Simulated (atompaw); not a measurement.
## Which change was made? (Be, PAW (atompaw))

```
Element                 : beryllium
Generator               : atompaw 4.2.0.5
Type                    : PAW
Functional              : LDA (PW92)
Relativity              : scalar-relativistic
Frozen core             : none
Valence charge          : 4
Reference configuration : 1s2 2s0 2p0 (charge +2)
Partial waves           : 1s (bound): rc 0.40 bohr; 2s (bound, empty): rc 0.80 bohr; 2p (bound, empty): rc 3.00 bohr; 2p channel at 1.75 Ry: rc 3.00 bohr
Local potential         : troulliermartins scheme with l = 2 at 1 Ry, radius 2.75 bohr
Core correction         : none
Augmentation charge     : sinc compensation charge, radius 2.60 bohr; PAW radius 3.00 bohr; waves and projectors: custom rrkj vanderbiltortho
```

Cutoffs, loose and tight: the cutoffs (Ry, on a coarse ladder) from which the occupation-weighted sum of valence levels, in a spherical-Bessel basis at the reference potential, stays within 10 and 1 mRy of its value at 400 Ry. They see the waves, projectors and local potential, not the compensation charge or the core.

The base gives: outcome: generated; cutoff, loose: 300 Ry; cutoff, tight: over 300 Ry; bound ghosts: s.

**Question.** After one change the result is: outcome: generated; cutoff, loose: 6 Ry; cutoff, tight: 6 Ry; bound ghosts: none. Which change was it?
A. wave 1s (bound): rc 0.40 bohr becomes 1s (bound): rc 2.70 bohr
B. wave 2p channel at 1.75 Ry: rc 3.00 bohr becomes 2p channel at -0.61 Ry: rc 3.00 bohr
C. local potential troulliermartins scheme with l = 2 at 1 Ry, radius 2.50 bohr

**Answer.** A. The others give: wave 2p channel at 1.75 Ry: rc 3.00 bohr becomes 2p channel at -0.61 Ry: rc 3.00 bohr → outcome: failed: atompaw: The overlap operator has at least one negative eigenvalue! | local potential troulliermartins scheme with l = 2 at 1 Ry, radius 2.50 bohr → outcome: generated; cutoff, loose: 300 Ry; cutoff, tight: over 300 Ry; bound ghosts: none.
